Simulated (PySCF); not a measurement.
Electron correlation in Ar (argon, neutral)

[Ar], closed-shell 1S. Computed with PySCF 2.14 in aug-cc-pCVTZ-DK (8s7p5d3f, 75 functions), with the spin-free X2C one-electron Hamiltonian (Gaussian nucleus). Frozen: 1s2; 16 electrons correlated.

MP2 pair energies summed by pair of shells (mhartree):

```json
{"pair": "2p-2p", "energy": "-179.78", "share (%)": "34.3"}
{"pair": "3p-3p", "energy": "-156.52", "share (%)": "29.9"}
{"pair": "2s-2p", "energy": "-53.20", "share (%)": "10.2"}
{"pair": "3s-3p", "energy": "-49.46", "share (%)": "9.4"}
{"pair": "2p-3p", "energy": "-42.77", "share (%)": "8.2"}
{"pair": "2p-3s", "energy": "-13.76", "share (%)": "2.6"}
{"pair": "2s-2s", "energy": "-9.53", "share (%)": "1.8"}
{"pair": "3s-3s", "energy": "-9.21", "share (%)": "1.8"}
{"pair": "2s-3p", "energy": "-7.03", "share (%)": "1.3"}
{"pair": "2s-3s", "energy": "-2.50", "share (%)": "0.5"}
```

Total MP2 correlation energy: -523.77 mhartree.

Same-spin part -142.19 and opposite-spin part -381.58 mhartree; SCS-MP2 scales them by 1/3 and 6/5 to -505.29 mhartree.
